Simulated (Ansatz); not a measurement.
System: CeO$_{2}$, net charge 0, singlet state. SMILES: [O]=[Ce]=[O]
Geometry: optimised at B3LYP-D3(BJ)/def2-TZVP (Ansatz, a quantum-chemistry and plane-wave program).

Property: vertical triplet-singlet gap (E(triplet) - E(singlet); each state is the SCF solution reached for its spin; for the singlet T1 is 0.028), in kcal/mol. Open shells are spin-unrestricted. Spin-orbit coupling is left out. In def2 rows, elements after Kr have scalar-relativistic effective core potentials. 

```json
[
 {"level": "PBE/def2-TZVP", "program": "Ansatz", "vertical triplet-singlet gap (kcal/mol)": "56.2"},
 {"level": "B3LYP/def2-TZVP", "program": "Ansatz", "vertical triplet-singlet gap (kcal/mol)": "51.5"},
 {"level": "PBE0/def2-TZVP", "program": "Ansatz", "vertical triplet-singlet gap (kcal/mol)": "50.5"},
 {"level": "BHLYP/def2-TZVP", "program": "Ansatz", "vertical triplet-singlet gap (kcal/mol)": "43.7"},
 {"level": "CAM-B3LYP/def2-TZVP", "program": "Ansatz", "vertical triplet-singlet gap (kcal/mol)": "51.9"},
 {"level": "wB97M-V/def2-TZVP", "program": "Ansatz", "vertical triplet-singlet gap (kcal/mol)": "58.4"}
]
```
